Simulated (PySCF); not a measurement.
Species: C7H11Cl.
Cartesian coordinates in Å at the PBE0-D3(BJ)/def2-SVP level; atoms count from 1:
```xyz
19
C7H11Cl angstrom
C      0.4234   -0.2481   -1.8388
C     -0.8751   -1.0148   -1.7025
C     -1.8919   -0.5294   -0.6335
C     -1.0690   -1.3340    0.3974
C     -0.8632   -2.2832   -0.8065
C     -2.2848   -2.8078   -0.9852
Cl    -2.5223   -3.6526   -2.5528
C     -3.0714   -1.4750   -0.8784
H      0.9128   -0.0469   -0.8744
H      0.2476    0.7224   -2.3284
H      1.1379   -0.8071   -2.4629
H     -1.3044   -1.1832   -2.7048
H     -2.1207    0.5371   -0.4953
H     -0.1433   -0.8367    0.7126
H     -1.5924   -1.7270    1.2846
H     -0.0563   -3.0278   -0.8466
H     -2.5622   -3.5426   -0.2182
H     -3.7943   -1.4864   -0.0487
H     -3.6153   -1.2540   -1.8075
```

Theory: PySCF, TDDFT PBE0/def2-SVPD, vertical, gas phase, core orbitals frozen in the response.

Transition dipole moments from the ground state, in atomic units and in the frame of the coordinates above (overall signs are arbitrary), for the states with f of 0.002 or more among the lowest 6:

```tsv
state	E (eV)	μx	μy	μz
S1	7.219	-0.081	0.059	-0.083
S3	7.827	-0.224	0.104	0.122
S4	7.933	-0.080	-0.306	-0.105
S5	8.053	-0.165	0.233	-0.045
S6	8.119	-0.168	0.104	-0.079
```

(1) Work out the oscillator strengths.

(2) What angle do the transition dipoles of S3 and S4 make?

(3) What peak molar absorption coefficient would the strongest computed level give as a lone Gaussian band 0.3 eV wide at half height?

Answers

(1) f = (2/3) ΔE |μ|² with ΔE in hartree (27.2114 eV).

| state | \|μ\|² (au) | \|μ\| (D) | f |
| --- | --- | --- | --- |
| S1 | 0.017 | 0.33 | 0.003 |
| S3 | 0.076 | 0.70 | 0.015 |
| S4 | 0.111 | 0.85 | 0.022 |
| S5 | 0.084 | 0.73 | 0.016 |
| S6 | 0.045 | 0.54 | 0.009 |

(2) |cos θ| = |μa·μb| / (|μa| |μb|) = 0.29, so θ ≈ 73° (taken between 0 and 90°, since the signs are arbitrary).

(3) ε(max) = 2.175×10⁸ f / FWHM, with the width in cm⁻¹. S4: 2.175×10⁸ × 0.0216 / 2420 ≈ 1900 L mol⁻¹ cm⁻¹.

Without π bonds the low states may be Rydberg-like; a valence basis with one diffuse set may place them up to an eV too high.
